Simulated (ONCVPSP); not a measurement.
# Configuration tests for technetium (Tc) (ONCV)

```json
{"Element": "Tc", "Generator": "ONCVPSP 4.0.1", "Type": "optimised norm-conserving Vanderbilt (ONCV)", "Functional": "PBEsol", "Relativity": "fully relativistic", "Frozen core": "[Ar] 3d10", "Valence charge": "15", "Reference configuration": "4s2 4p6 4d5 5s2", "Partial waves": "4s+5s: rc 1.95 bohr, ncon 4, nbas 7, qcut 4.8 1/bohr, 2 projectors; 4p: rc 1.80 bohr, ncon 4, nbas 8, qcut 8.3 1/bohr, 2 projectors, debl 1.9 Ha; 4d: rc 1.80 bohr, ncon 4, nbas 9, qcut 9.5 1/bohr, local", "Local potential": "the d channel", "Core correction": "none"}
```

Open shells are filled in proportion to 2j + 1.

Energies are relative to the spin-unpolarised reference configuration 4s2 4p6 4d5 5s2; without spin polarisation the order of configurations can differ from experiment. The d channel is local and has no spin–orbit splitting in the pseudo-atom.

```csv
valence configuration,charge,ΔE all-electron (eV),error AE − PS (meV)
4s2 4p6 4d5 5s1,+1,8.197,-0.9
4s2 4p6 4d5 5s0,+2,23.038,-6.3
4s2 4p6 4d4 5s0,+3,51.725,-2.3
4s2 4p6 4d5 5s1.5,+0.5,3.304,-0.2
```

Levels in the configuration 4s2 4p6 4d5 5s0:

| level | all-electron (eV) | pseudo (eV) |
| --- | --- | --- |
| 4s j=1/2 | -89.499 | -89.574 |
| 4p j=3/2 | -60.582 | -60.607 |
| 4p j=1/2 | -63.542 | -63.573 |
| 4d j=5/2 | -22.366 | -22.487 |
| 4d j=3/2 | -22.675 | -22.487 |
